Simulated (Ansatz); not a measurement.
Basis-set series for `N/C=N/[SiH3]`. Total charge 0; spin multiplicity 1. Geometry: relaxed with PBE0-D4/def2-TZVP. It is one conformer, not always the lowest.

Z-matrix (Å, degrees):
```
Si
N 1 1.715
H 1 1.487 2 110.0
H 1 1.499 2 112.1 3 -120.6
H 1 1.487 2 110.0 3 118.9
C 2 1.268 1 124.4 3 120.4
N 6 1.349 2 123.3 1 -180.0
H 6 1.102 2 124.3 1 0.0
H 7 1.002 6 121.4 2 -179.7
H 7 1.006 6 119.0 2 -0.3
```

```csv
functional,basis,functions,energy (Eh),HOMO (eV),LUMO (eV)
PBE0-D4,def2-TZVPP,219,-440.49770,-7.12,0.40
PBE0-D4,def2-QZVPP,421,-440.51660,-7.16,0.28
ωB97M-V,def2-TZVPP,219,-440.70525,-9.40,2.29
ωB97M-V,def2-QZVPP,421,-440.72286,-9.44,1.56
```

(1) Give the rows for def2-SVP. (Estimate.)

Answers

(1) The calculation gave: 
```tsv
functional	basis	functions	energy (Eh)	HOMO (eV)	LUMO (eV)
PBE0-D4	def2-SVP	90	-440.22063	-6.93	0.68
ωB97M-V	def2-SVP	90	-440.42011	-9.19	2.94
```

Positive LUMOs are unbound and depend on the basis.

All numbers were calculated with Ansatz.
